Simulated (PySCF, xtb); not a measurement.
B(H)3(SMe2) (C₂H₉BS), SMILES [BH3]<-S(C)C (connectivity only; charge and spin as stated), neutral, multiplicity 1. One conformer was computed; it need not be the lowest.

Harmonic wavenumbers (cm⁻¹) from GFN2-xTB (xtb) at its own minimum, in rising order: 126, 159, 162, 208, 223, 271, 447, 706, 733, 804, 832, 888, 937, 963, 998, 1098, 1226, 1237, 1311, 1316, 1429, 1439, 1442, 1450, 2462, 2511, 2513, 3036, 3037, 3047, 3048, 3066, 3068.

Question: What does PBE0-D3(BJ)/def2-SVP in PySCF give at its own minimum? (An estimate is asked for; the answer gives what the named calculation found.)

Answer: 168, 195, 202, 218, 233, 280, 512, 719, 755, 781, 798, 917, 976, 1001, 1047, 1085, 1128, 1128, 1317, 1342, 1428, 1435, 1439, 1446, 2431, 2534, 2545, 3069, 3070, 3192, 3195, 3203, 3204. Paired by order, the mean absolute difference is 44 cm⁻¹ and the zero-point energies are 66.0 and 67.2 kcal/mol.
